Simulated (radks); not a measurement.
Initial-state core-level shifts of the europium ion Eu2+ when its valence configuration changes from [Xe] 4f7. Calculated with a radial shooting solver on a logarithmic mesh with Libxc functionals: scalar-relativistic Kohn-Sham, PBE, spin-polarised, spherical densities, finite nucleus; open shells are filled with parallel spins first (spin-orbit coupling, left out, can overturn this in heavy ions); Fermi nuclear charge, rms radius 5.1115 fm. Shifts are changes of the shell-averaged eigenvalues in eV (positive: less bound); the change of the density at the nucleus, which sets a Mossbauer isomer shift, is in e/bohr^3, on a base of 6.057e+05.

| valence | 2p | 3p | 3d | 5p | density at nucleus |
|---|---|---|---|---|---|
| 4f6.5 5d0.5 | -3.487 | -3.967 | -3.923 | -1.484 | +12.75 |
| 4f5 6p2 | -23.805 | -25.919 | -25.753 | -13.267 | +70.67 |
| 4f6.5 6s0.5 | -4.770 | -5.211 | -5.174 | -2.675 | +34.38 |
| 4f6 5d1 | -7.242 | -8.263 | -8.170 | -2.980 | +26.84 |
| 4f4.5 5d2.5 | -19.877 | -22.857 | -22.591 | -7.425 | +76.17 |
| 4f5 6s2 | -21.673 | -23.777 | -23.609 | -11.314 | +165.33 |
